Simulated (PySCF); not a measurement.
CH₅ClO₃Si.

```xyz
11

C      2.3652    -0.4174     0.1348
O      1.1189    -0.9278    -0.2968
Si    -0.3512    -0.3127     0.0701
O     -0.6185    -0.4619     1.6824
O     -1.5259    -1.1079    -0.7554
Cl    -0.3668     1.7002    -0.4637
H      2.4823    -0.5224     1.2271
H      3.1644    -0.9885    -0.3606
H      2.4762     0.6486    -0.1299
H     -1.4508    -0.1254     2.0339
H     -1.5085    -1.0523    -1.7180
```
Charge 0, spin multiplicity 1.

The structure is a stationary point at B3LYP-D3(BJ)/def2-SVP. The values are those of a single conformer.

Method: PBE/pcSseg-1 (PySCF). Non-relativistic, no solvent.

**Question.** Give the absolute GIAO shielding of each atom: isotropic value and principal components (ppm). (The exact figures need the calculation; the answer reports its results.)

**Answer.** 
| atom | σ(iso) | σ11 | σ22 | σ33 | span |
|---|---|---|---|---|---|
| C1 | 124.8 | 96.5 | 97.9 | 179.9 | 83.3 |
| O2 | 276.0 | 200.6 | 288.8 | 338.6 | 138.0 |
| Si3 | 391.3 | 365.4 | 401.0 | 407.5 | 42.2 |
| O4 | 264.1 | 228.8 | 254.2 | 309.4 | 80.6 |
| O5 | 255.4 | 222.5 | 240.6 | 303.0 | 80.5 |
| Cl6 | 886.3 | 766.6 | 840.6 | 1051.5 | 284.9 |
| H7 | 27.4 | 23.0 | 25.1 | 34.0 | 11.1 |
| H8 | 27.5 | 23.3 | 25.0 | 34.2 | 10.9 |
| H9 | 27.4 | 22.7 | 26.3 | 33.1 | 10.4 |
| H10 | 29.1 | 21.8 | 23.9 | 41.7 | 19.8 |
| H11 | 29.1 | 21.8 | 24.1 | 41.3 | 19.5 |
